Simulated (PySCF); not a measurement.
Start geometry of `C[NH][GaH][S]C` from a GFN2-xTB structure with every atom displaced at random (by about 0.01 Å) (Å):
```
atom  x, y, z in Å
C1    -2.5105    0.0069   -0.7313
N2    -1.6988   -0.7977    0.1311
Ga3    0.0713   -0.5706    0.4193
S4     1.2740    1.0669   -0.5567
C5     2.8886    0.6883    0.1538
H6    -1.9104    0.8158   -1.1857
H7    -2.9668   -0.5597   -1.5428
H8    -3.3209    0.5236   -0.1801
H9    -2.2349   -1.5248    0.5905
H10    0.8091   -1.5668    1.4083
H11    3.2136    1.5673    0.7243
H12    3.5819    0.4937   -0.6469
H13    2.8096   -0.1598    0.8220
```

Task: What comes out of this run: PBE0-D3(BJ)/def2-SVP geometry optimisation, gas phase (PySCF)?

Result: 
```
atom  x, y, z in Å
C1    -2.4270    0.0053   -0.8156
N2    -1.6677   -0.8963    0.0141
Ga3    0.0796   -0.7456    0.4668
S4     1.1033    0.9953   -0.4075
C5     2.7880    0.8270    0.2779
H6    -1.7804    0.8170   -1.1836
H7    -2.8542   -0.4917   -1.7066
H8    -3.2633    0.4848   -0.2730
H9    -2.2120   -1.6682    0.3824
H10    0.8130   -1.7553    1.4006
H11    3.0680    1.7731    0.7610
H12    3.4965    0.6190   -0.5357
H13    2.8545    0.0203    1.0209
```

The energy falls by 0.099 eV over 9 energy and gradient evaluations, the largest force component goes from 0.0207 to 1.8e-04 Eh/bohr, and the atoms move by 0.135 Å rms after alignment. The bond that changes most is Ga3–S4 (ends: gallium bonded to N, S and H; sulfur bonded to C and Ga), which shortens by 0.053 Å. Bonds longer at the end by more than 0.005 Å: 5 of 12; shorter: 2. Among the angles that change most is N2–Ga3–S4, from 123.0° to 114.5°. Rotational constants go from 5773, 1411, 1150 to 5205, 1503, 1184 MHz. The orientation of the end geometry is arbitrary; only internal coordinates are fixed.

The run used 132 basis functions and 54 SCF cycles in all. On Intel Xeon 6975P-C, one thread (shared host), this took 42 s of wall time and 0.56 GiB of memory at its peak.

No PBE0-D3(BJ)/def2-SVP frequencies stand behind this structure, so it isn't proved a minimum. One conformer, not necessarily the lowest.
